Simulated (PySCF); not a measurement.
Work out the structure from these simulated measurements.

Formula: C5H12OSi.

* Rotational structure: rotational constants A, B, C: 4.231, 1.432, 1.242 GHz [PBE0-D3(BJ)/def2-SVP]
* XPS: Si2p3/2 106.5, C1s 289.8 (×2), C1s 290.4 (×2), C1s 292.2, O1s 537.7, Si1s 1846.4 eV [ΔSCF SCAN, pcX-2 on the ionised atom, pcseg-1 elsewhere, spin-free X2C, 2p3/2 from a spin–orbit splitting computed afterwards within the 2p shell]
* 13C NMR: chemical shifts (computed TMS as zero) by class: 54.9 (1 C), 30.1 (2 C), 14.1 (2 C) ppm [GIAO KT2/pcSseg-1]
* 1H NMR: chemical shifts (computed TMS as zero) by class: 5.26 (1 H), 3.68 (3 H), 1.64 (2 H), 1.46 (2 H), 0.85 (2 H), 0.55 (2 H) ppm [GIAO KT2/pcSseg-1]
* Dipole: 0.83 D [wB97X-D/def2-SVPD]
* Polarisability: 86.6 au [wB97X-D/def2-SVPD]
* UV, first state: lowest singlet excitation: 7.37 eV (168 nm, f = 0.000) [TDDFT wB97X-D/def2-SVPD]
* Valence photoelectron: vertical ionisation energy: 9.55 eV [ΔSCF wB97X-D/def2-SVPD]
* UV, strongest line: among the 10 lowest singlet transitions: S7 at 8.47 eV (146 nm, f = 0.056) [TDDFT wB97X-D/def2-SVPD]
* Triplet: lowest triplet excitation (Tamm–Dancoff): 7.13 eV [TDA wB97X-D/def2-SVPD]

The electronic properties come from PySCF, for the isolated species, density fitting. Levels stand in brackets. Isolated species at its PBE0-D3(BJ)/def2-SVP geometry (one conformer only). NMR values are class means; diastereotopic atoms form classes of their own.

Question: Give a SMILES that accounts for the data.

Answer: Numbering: `[CH3:1][O:2][SiH:3]1[CH2:4][CH2:5][CH2:6][CH2:7]1`. Its formula, C5H12OSi, gives 1 degree of unsaturation: 1 ring and 0 π bonds in the structure found. 5 carbons fall into 3 classes; from least to most shielded: methoxy carbon [C1] (54.9 ppm), ring CH2 carbon [C5/C6] (30.1 ppm, 2 C), ring sp3 carbon bound to silicon [C4/C7] (14.1 ppm, 2 C). Hydrogen classes from least to most shielded: 1 H on an oxygen-bound silicon, Si3 (5.26 ppm), 3 H on a methoxy carbon, C1 (3.68 ppm), 2 H on 2 ring CH2 carbons, C5/C6 (1.64 ppm, a mean of values up to 0.8 ppm apart in this geometry), 2 H on 2 ring CH2 carbons, C5/C6 (1.46 ppm, a mean of values up to 1.1 ppm apart in this geometry), 2 H on 2 like atoms (sp3 carbon bound to silicon), C4/C7 (0.85 ppm, a mean of values up to 0.5 ppm apart in this geometry), 2 H on 2 like atoms (sp3 carbon bound to silicon), C4/C7 (0.55 ppm, a mean of values up to 1.2 ppm apart in this geometry). The core levels belong to: Si2p3/2 106.5 eV, oxygen-bound silicon [Si3]; C1s 289.8 eV, sp3 carbon bound to silicon [C4/C7]; C1s 290.4 eV, ring CH2 carbon [C5/C6]; C1s 292.2 eV, methoxy carbon [C1]; O1s 537.7 eV, silyl ether oxygen [O2]; Si1s 1846.4 eV, oxygen-bound silicon [Si3]. One atom of each topological class was ionised and stands for its class. The first electron is taken from the HOMO, whose largest Löwdin shares are 0.30 on the silyl ether oxygen, 0.23 on an sp3 carbon bound to silicon, 0.14 on the oxygen-bound silicon and 0.07 on an sp3 carbon bound to silicon. The optimised geometry has point group C1 and is an asymmetric top. Structure: `CO[SiH]1CCCC1`. Computed isomers that give other values at the same levels: `CO[C@H]1CCC[SiH2]1` (rotational constant A: 3.795 GHz; this holds for the one conformer computed); `O[SiH2]C1CCCC1` (rotational constant A: 4.784 GHz; this holds for the one conformer computed). The assignments are read from this structure; whether some other isomer fits the data as well wasn't checked.
